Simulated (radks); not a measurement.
Problem. The barium ion Ba2+, [Xe]. Calculated with a radial shooting solver on a logarithmic mesh with Libxc functionals: non-relativistic Kohn-Sham, LDA (Slater exchange, Perdew-Wang correlation), spin-polarised, spherical densities, point nucleus. Every spin shell is full or empty, so the densities are truly spherical. Functionals are evaluated on that one density, not self-consistently. Rank these exchange functionals by their error against the exact value of the orbitals, and give that value: LDA, B88, PBEsol, WC, B86b, EV93, APBE, TPSS, TASK.

Solution. Exact: -188.765 hartree. From best to worst, with 100 (|E| - |E exact|)/|E exact| (equal figures are ties): B86b -0.02, B88 +0.02, APBE +0.28, TPSS -0.33, EV93 -0.39, WC -0.82, TASK -2.19, PBEsol -2.19, LDA -4.65.
